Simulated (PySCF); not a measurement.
# Computed properties of Pb(H)(OH) (H2OPb), SMILES [OH][PbH]

Pb(H)(OH) (H2OPb), SMILES [OH][PbH] (connectivity only; charge and spin as stated), neutral, multiplicity 1. The structure is a stationary point at B3LYP-D3(BJ)/def2-TZVP. The def2 effective core potentials stand for the cores of Pb; spin–orbit coupling is left out. The values are those of a single conformer. All values are computed for the isolated molecule unless a solvent is named; none is compared with measurement here.

**Structure.** The optimised structure has Cs symmetry. All 6 harmonic modes at B3LYP-D3(BJ)/def2-TZVP (PySCF) are real, so it is a minimum.

**Vibrations.** The strongest infrared lines (harmonic, unscaled, degenerate partners summed) lie at 1529 cm⁻¹ (588 km/mol, H 99 %), 499 cm⁻¹ (149 km/mol, H 93 %), 521 cm⁻¹ (89 km/mol, O 89 %). The softest mode is at 499 cm⁻¹ and the zero-point energy is 11.0 kcal/mol.

**Electronic structure.** B3LYP/def2-TZVPD (PySCF) places the frontier levels at -6.89 and -2.80 eV, a gap of 4.09 eV, and gives a dipole moment of 2.12 D and a mean polarisability of 52.2 bohr³.

**Excitations.** TDA-B3LYP/def2-TZVPD (PySCF) has S1 at 3.15 eV (394 nm, f = 0.009, weak); the most intense of the 10 singlets computed lies at 6.04 eV (f = 0.28). T1 (TDA) is at 2.54 eV, 0.61 eV under S1. No vertical singlet excitation falls in the visible range (under 3.1 eV).
